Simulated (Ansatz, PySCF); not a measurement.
The pair A = PH3 (SMILES P) (first 4 atoms), B = Si2H6 (SMILES [SiH3][SiH3]); geometry from B3LYP-D3(BJ)/def2-TZVP.
(charge 0, multiplicity 1):
```tsv
atom	x (Å)	y (Å)	z (Å)
P	-0.3602	0.2282	-0.0754
H	0.7813	-0.1793	0.6606
H	0.3673	1.1782	-0.8387
H	-0.7495	1.1836	0.8977
Si	0.6779	0.8170	3.9747
Si	-0.8075	-0.9964	3.9128
H	0.0240	2.0419	3.4547
H	1.8792	0.5342	3.1534
H	1.1072	1.0662	5.3729
H	-1.9922	-0.7118	4.7584
H	-0.1404	-2.2180	4.4252
H	-1.2680	-1.2560	2.5277
```

Correlated levels freeze the cores.

The values were computed with Ansatz (a program for electronic structure); PySCF for the dispersion terms. 

The monomers are drawn apart, rigid, along the line of their centres of mass. Counterpoise-corrected interaction energies (kcal/mol):

```json
[
 {"level": "PBE-D3(BJ)/def2-TZVPPD", "R = 5.381 Å": "-0.6144", "R = 6.745 Å": "-0.1295"},
 {"level": "wB97M-V/def2-TZVPPD", "R = 5.381 Å": "-0.4140", "R = 6.745 Å": "-0.0989"},
 {"level": "CCSD(T)/aug-cc-pV(D+d)Z", "R = 5.381 Å": "-0.4193", "R = 6.745 Å": "-0.0988"}
]
```

Problem. R is the distance of the centres of mass. Find the local exponent m of E ∝ R⁻ᵐ between the two points.

Solution. 
m = ln(E₁/E₂)/ln(R₂/R₁): PBE-D3(BJ)/def2-TZVPPD 6.9; wB97M-V/def2-TZVPPD 6.3; CCSD(T)/aug-cc-pV(D+d)Z 6.4. For scale, two fixed dipoles give m = 3, dipole and quadrupole 4, quadrupoles 5, and dispersion or dipole-induced dipole 6 at long range; at these distances several terms mix, and what is left of overlap and damping shifts m, so it need not match one of them.
